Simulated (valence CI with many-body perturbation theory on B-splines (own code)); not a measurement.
Results of a calculation; reference values are marked as such.
# Sensitivity of CI+MBPT for Lu XXXIII

Method: relativistic CI+MBPT: three valence electrons over a frozen Dirac-Fock core [Kr], radial functions for each j: 6 s, 6 p, 5 d, 5 f, 1 g, with the one-electron correlation potential Σ1 (screened to all orders), the two-electron term Σ2, the three-electron term Σ3, Breit, model QED; selected single and double excitations, second order for the rest, scaled by the run's own slope (own B-spline code, finite nucleus).

No measured spectrum was set against this ion. As an estimate, large intervals hold to a few tenths of a per cent, small ones and those within an open d or f shell to about a per cent. Only levels of the ground parity were solved; by the run's estimate the other parity begins above the list, which can be wrong where configurations are misplaced.

The reference run has the lowest level (4d3/2^3) J=3/2 and an ionisation energy of 1293.43 eV. Its largest variational space holds 2445 state functions.

Levels are named by their leading jj configuration (3d3/2^4 stands for four electrons in 3d with j = 3/2), which in mixed levels can hold well under half, so a name can repeat and another be missing. Letters in brackets count levels of one name in rising energy.

Changed runs:
A. cutoff of virtual states (hartree) 10082 → 8160
B. highest l with Σ1, explicit Σ2 and valence Breit (higher l get mean screening factors) 3 → 0
C. averaging of valence orbitals over low configurations on → off; orbitals per symmetry with explicit Σ2 and valence Breit (the others get mean screening factors) 5 → 1
D. start configuration 4d3 → 4d4 (bad on purpose)

Excitation energies of the reference run in cm⁻¹, and shifts in cm⁻¹:

```
                    Level  Reference         A      B       C
(4d3/2^2 4d5/2) J=5/2 [a]      92687      -0.4   -629    +4.1
    (4d3/2^2 4d5/2) J=3/2     111813      -0.4    +91    -8.9
    (4d3/2^2 4d5/2) J=7/2     120722      -0.4  +1367     +45
    (4d3/2^2 4d5/2) J=9/2     124537      -0.4  +2814     +79
    (4d3/2^2 4d5/2) J=1/2     126136      -0.4   +618     -15
(4d3/2^2 4d5/2) J=5/2 [b]     182992      -0.5  +1071     +26
(4d3/2 4d5/2^2) J=7/2 [a]     213667      -0.8   -401     +62
    (4d3/2 4d5/2^2) J=9/2     225385      -0.8   +898     +75
(4d3/2 4d5/2^2) J=3/2 [a]     238736      -0.8  -1390     +43
    (4d3/2 4d5/2^2) J=1/2     246871      -0.8   -777     +30
   (4d3/2 4d5/2^2) J=11/2     254157      -0.8  +3712    +134
(4d3/2 4d5/2^2) J=5/2 [a]     255325      -0.8  +1698     +49
   Ionisation energy (eV)    1293.43  -0.00013  +0.16  +0.026
```

Run D: It gave no result: the electrons of core and valence do not add up to the charge. The program said: "core and valence hold 40 electrons, the ion has 39".
